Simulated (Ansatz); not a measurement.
Total energies of `F[B-](F)(F)[O+]([SiH3])[SiH3]`.

```xyz
13

F     1.223   -1.968   -0.221
B     1.115   -0.812   -0.924
F     2.215   -0.036   -0.936
F     0.446   -0.895   -2.102
O     0.004    0.070    0.037
Si   -1.054    1.080   -0.833
Si    0.020   -0.320    1.694
H    -0.247    1.840   -1.803
H    -2.097    0.252   -1.470
H    -1.652    1.969    0.190
H     1.429   -0.375    2.122
H    -0.695   -1.596    1.894
H    -0.706    0.791    2.352
```

Total charge 0; spin multiplicity 1. The structure was optimised at the PBE0-D4/def2-TZVP level. It is one conformer, not always the lowest. Basis def2-TZVPP, the Gaussian-basis code of Ansatz.

RPA on PBE orbitals: Hartree–Fock energy of these orbitals -979.60455 Eh, correlation -2.13974 Eh (frozen core).

| functional | energy without D4 (Eh) | D4 term (kJ/mol) |
| --- | --- | --- |
| PBE | -981.92539 | -32.0 |
| revPBE | -982.36745 | -94.3 |
| r2SCAN | -982.42648 | -8.0 |
| B97M-V | -982.38650 | – |
| PBE0 | -981.99858 | -27.2 |
| B3LYP | -982.70508 | -51.5 |
| r2SCANh | -982.40348 | -8.5 |
| r2SCAN0 | -982.37073 | -9.4 |
| BHLYP | -982.50933 | -39.9 |
| CAM-B3LYP | -982.56956 | -27.7 |
| ωB97X-V | -982.43386 | – |
| ωB97M-V | -982.50388 | – |
| B2PLYP | -982.18671 | – |
| PBE-QIDH | -981.79519 | – |

Question: Give the same for LDA (SPW92), BLYP, HSE06 (plane-wave form), LC-ωPBE. (Estimate.)

Answer: Computed: 
```tsv
functional	energy without D4 (Eh)	D4 term (kJ/mol)
LDA (SPW92)	-977.57722	–
BLYP	-982.58492	-69.7
HSE06 (plane-wave form)	-981.96788	-25.4
LC-ωPBE	-982.24697	–
```

B3LYP takes the VWN-RPA correlation (the form of Gaussian; ORCA's B3LYP/G). HSE06 is the plane-wave form, built on full-range PBE exchange. The double hybrids freeze the cores in their second-order part.

LC-ωPBE has ω = 0.4 bohr⁻¹.
